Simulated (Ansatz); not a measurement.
Calculated with Ansatz (gas phase, PBE0-D4/def2-TZVP geometries, no zero-point term in ΔE). CCSD(T)/CBS adds triple-zeta CCSD(T) − MP2 to the extrapolated MP2 energy (def2 sets, frozen cores). This one scheme is used for every species, atoms too. Functionals use def2-TZVPP. HSE06 is defined as in plane-wave codes. Open shells (•) are unrestricted, without spin–orbit coupling. Spin–orbit coupling would lower the free atoms: a little for S; strongly for Sn. def2 core potentials past Kr. Bonds to Sn are less sure, by a few kJ/mol each and by 10 to 20 or more in all where they break to atoms, as the def2 sets lack core-valence functions. Each species was taken in one conformer, which may not be the lowest.

Reaction (atomization): `[SH][Sn]([SH])([SH])[SH]` → 4 H• + 4 S• + Sn•

Problem. What is ΔE at CCSD(T)/CBS? (An estimate is asked.)

Solution. The calculation gave: +606.1 kcal/mol.

Problem. What do these levels give: HSE06-D4, BHLYP-D4, PBE-QIDH, HF/def2-SVP, MP2/def2-SVP, MP2/CBS(def2)? (Estimate.)

Solution. Computed: HSE06-D4 599.6, BHLYP-D4 576.8, PBE-QIDH 592.2, HF/def2-SVP 384.7, MP2/def2-SVP 538.2, MP2/CBS(def2) 612.2 kcal/mol.

Largest T1 diagnostic among the species: 0.012.

In def2-TZVPP, CCSD(T) changes the Hartree–Fock value by +182.1 kcal/mol (the triples alone add +15.1 kcal/mol) and MP2 by +188.1 kcal/mol; breaking electron pairs costs correlation energy, which Hartree–Fock lacks. From BLYP to BHLYP (50 % exact exchange), in def2-TZVPP and without D4, ΔE moves by −11.0 kcal/mol: exact exchange takes away binding that semilocal exchange gives to molecules.

For atomizations the MP2-based limit and the directly extrapolated one differ by several kJ/mol either way, and by 10 to 25 for some Ge, Se and Sn compounds, so smaller differences from it don't rank the levels.
